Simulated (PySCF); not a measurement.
Molfile (atoms numbered from 1):
```
C4H7N3S
     RDKit          3D

 15 15  0  0  0  0  0  0  0  0999 V2000
   -2.7302    0.5938   -0.3174 C   0  0  0  0  0  0  0  0  0  0  0  0
   -2.2748   -1.0572    0.2449 S   0  0  0  0  0  0  0  0  0  0  0  0
   -0.5408   -0.8764    0.3277 C   0  0  0  0  0  0  0  0  0  0  0  0
    0.4142   -1.8387    0.7230 C   0  0  0  0  0  0  0  0  0  0  0  0
    1.6159   -1.2819    0.6325 N   0  0  0  0  0  0  0  0  0  0  0  0
    1.3800   -0.0639    0.2068 N   0  0  0  0  0  0  0  0  0  0  0  0
    2.4287    0.8983   -0.0009 C   0  0  0  0  0  0  0  0  0  0  0  0
    0.1092    0.2399    0.0083 N   0  0  0  0  0  0  0  0  0  0  0  0
   -3.8250    0.5950   -0.4043 H   0  0  0  0  0  0  0  0  0  0  0  0
   -2.2781    0.8126   -1.2941 H   0  0  0  0  0  0  0  0  0  0  0  0
   -2.4125    1.3550    0.4078 H   0  0  0  0  0  0  0  0  0  0  0  0
    0.2799   -2.8666    1.0507 H   0  0  0  0  0  0  0  0  0  0  0  0
    3.3839    0.3741    0.1094 H   0  0  0  0  0  0  0  0  0  0  0  0
    2.3610    1.7085    0.7401 H   0  0  0  0  0  0  0  0  0  0  0  0
    2.3474    1.3263   -1.0093 H   0  0  0  0  0  0  0  0  0  0  0  0
  1  2  1  0
  2  3  1  0
  3  4  1  0
  4  5  2  0
  5  6  1  0
  6  7  1  0
  6  8  1  0
  8  3  2  0
  1  9  1  0
  1 10  1  0
  1 11  1  0
  4 12  1  0
  7 13  1  0
  7 14  1  0
  7 15  1  0
M  END
```

How the numbers were obtained: structure optimised with PBE0-D3(BJ)/def2-SVP, shieldings: GIAO PBE0/pcSseg-1, in PySCF 2.14 (no relativistic terms, gas phase, one conformer, rapidly exchanging positions averaged).

Chemical shifts δ = σref − σ; 13C (184.41 ppm) and 1H (31.27 ppm) against TMS; 33S (495.66 ppm) vs CS2; 15N (265.67 ppm) vs NH3, all at this level.

```csv
atoms,nucleus,count,δ (ppm)
S2,33S,1,-39
N8,15N,1,343.5
C3,13C,1,151.3
N5,15N,1,370.9
H12,1H,1,7.17
N6,15N,1,?
C7,13C,1,?
C1,13C,1,?
C4,13C,1,133.2
H9/H10/H11,1H,3,2.42
H13/H14/H15,1H,3,3.93
```

Complete the table.

Answers


- C7: 41.1 ppm, methyl carbon bonded to N; pulled downfield by the heteroatom
- C1: 17.7 ppm, methyl carbon bonded to S
- N6: 265.0 ppm, pyrrole-type ring nitrogen

Shifts are as computed. Against solution values, carbons near 30 ppm lie about +2 ppm off and those near 130 ppm about +5 ppm; carbons on S a further +3 ppm (rms about the fit 1.9 ppm; single classes can miss by 10 ppm). Of 1328 compounds with measured shifts, 309 miss one by over three times the rms of a fit or turn the order of signals round; such compounds aren't used in these exercises. Signals without a measured value on file couldn't be tested in this way; 1H shifts scatter by 0.2 ppm about their fit, and single ones miss by 0.5 ppm. Experimental scales use liquid or dissolved standards, which lie at an offset from isolated NH3 (liquid NH3: subtract about 20 ppm). Unscaled 15N shifts of sp2 nitrogen often come out too high even then, by a few to some tens of ppm.
